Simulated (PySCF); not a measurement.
# Löwdin shares of the frontier orbitals

C6H6F2O.
Z-matrix (Å and degrees, PBE0-D3(BJ)/def2-SVP geometry), rows numbered from 1:
```
F 
C   1  1.3511
F   2  1.3470  1  108.15
C   2  1.4994  1  110.09  3   120.84
C   4  1.3344  2  124.90  1  -112.55
C   5  1.4989  4  122.23  2   179.33
C   6  1.5009  5  109.45  4    -0.44
C   7  1.3339  6  122.51  5     0.63
O   4  1.3604  2  110.18  1    67.24
H   2  1.1049  1  107.74  3  -117.70
H   5  1.0910  4  117.52  2    -0.56
H   6  1.1073  5  110.53  4   121.93
H   6  1.1070  5  110.37  4  -122.67
H   7  1.0920  6  119.66  5  -179.28
H   8  1.0907  7  124.30  6  -179.94
```

The calculation used TDDFT wB97X-D/def2-SVPD, vertical, gas phase, core orbitals frozen in the response (PySCF 2.14.0, density-fitted response routines).

Kohn–Sham orbitals with the atoms that hold most of them (Löwdin shares over 4%, at most four atoms; ? is withheld):

| orbital | ε (eV) | atoms |
| --- | --- | --- |
| HOMO-3 | -12.08 | C7 17%, C6 16%, O9 15%, C5 14% |
| HOMO-2 | -11.70 | F1 18%, C2 15%, C4 12%, F3 11% |
| HOMO-1 | -10.16 | C4 22%, C8 20%, C5 20%, C7 18% |
| HOMO | ? | ? |
| LUMO | 1.35 | ? |
| LUMO+1 | 2.25 | C7 15%, C8 14%, C6 12%, C5 9% |
| LUMO+2 | 2.69 | C8 17%, C7 15%, O9 10%, C2 10% |

Q: Give the leading atoms of the LUMO.

A: C5 (bonded to 2 C and H) 22%; C4 (bonded to 2 C and O) 19%; C7 (bonded to 2 C and H) 14%; C8 (bonded to C, O and H) 12%.

Q: Give the leading atoms of the HOMO.

A: O9 (bonded to 2 C) 22%; C7 (bonded to 2 C and H) 18%; C5 (bonded to 2 C and H) 15%; C8 (bonded to C, O and H) 12%. By element: carbon 45% or more, oxygen 22%.

Q: What is the HOMO energy, and the HOMO–LUMO gap?

A: ε(HOMO) = -8.31 eV; the gap is 9.66 eV (0.3550 hartree).

Q: The HOMO–LUMO gap is 9.66 eV. Where does the response calculation put the lowest singlet, and from which orbitals?

A: S1 is at 5.07 eV (f = 0.012), 4.60 eV below the gap, made of HOMO→LUMO (98%). Without the coupling terms of the response equations the lowest excitation would equal the gap.

Q: One configuration dominates each of S1 and S2. Which, and how do the shares of the two leading atoms of either orbital change from the occupied to the empty one?

A: 
- S1 (5.07 eV, f 0.012), HOMO→LUMO (98%): O9 22% → at most 12%, C7 18% → 14%, C5 15% → 22%, C4 at most 12% → 19%
- S2 (6.35 eV, f 0.014), HOMO→LUMO+1 (91%): O9 22% → at most 9%, C7 18% → 15%, C8 12% → 14%

One conformer stands for the species.
